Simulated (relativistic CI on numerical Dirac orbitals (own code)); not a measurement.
## Crystal-field levels of Fe6+, 3d2

Calculated by Dirac-Coulomb-Breit CI, orbitals from a KLI potential per configuration, model QED (radiative potential, 1s self-energy scaled to tabulated hydrogen-like ionisation energies), valence Slater integrals scaled by 0.7, one configuration in a parametric crystal field (own radial code).

Field parameters in Wybourne normalisation: Oh B⁴₀ = 21Dq, B⁴₄ = √(5/14) B⁴₀. The field is a parameter set, without covalency.

S is read from ⟨S²⟩ = S(S + 1).

Site symmetry Oh; labels are those of the double group. Computed levels in cm⁻¹ above the lowest, in rising order:

```csv
Δ (size of 10Dq),Lowest,No. 2,No. 3,No. 4,No. 5,No. 6,No. 7,No. 8
5900,E,138 T2,1085 T1,1614 A1,5385 A2,5418 T2,5925 T1,6021 E
10600,E,83 T2,1005 T1,1482 A1,9528 A2,9544 T2,10031 T1,10082 E
15300,E,57 T2,954 T1,1401 A1,13713 T2,13857 A2,14347 T1,14377 E
20000,E,43 T2,917 T1,1343 A1,15880 T2,16494 E,18291 A2,18681 T2
24700,E,35 T2,888 T1,1299 A1,15988 T2,16371 E,22791 A2,23018 T2
29400,E,29 T2,865 T1,1263 A1,15968 T2,16267 E,27335 A2,27526 T2
34100,E,25 T2,847 T1,1234 A1,15931 T2,16180 E,31910 A2,32086 T2
38800,E,22 T2,831 T1,1210 A1,15892 T2,16106 E,35484 A1,36508 A2
43500,E,19 T2,818 T1,1190 A1,15855 T2,16043 E,35765 A1,41124 A2
```

Ground-state S against |10Dq| in cm⁻¹: 5900: 1.00, 10600: 1.00, 15300: 1.00, 20000: 1.00, 24700: 1.00, 29400: 1.00, 34100: 1.00, 38800: 1.00, 43500: 1.00.

No abrupt spin change occurs in this range.
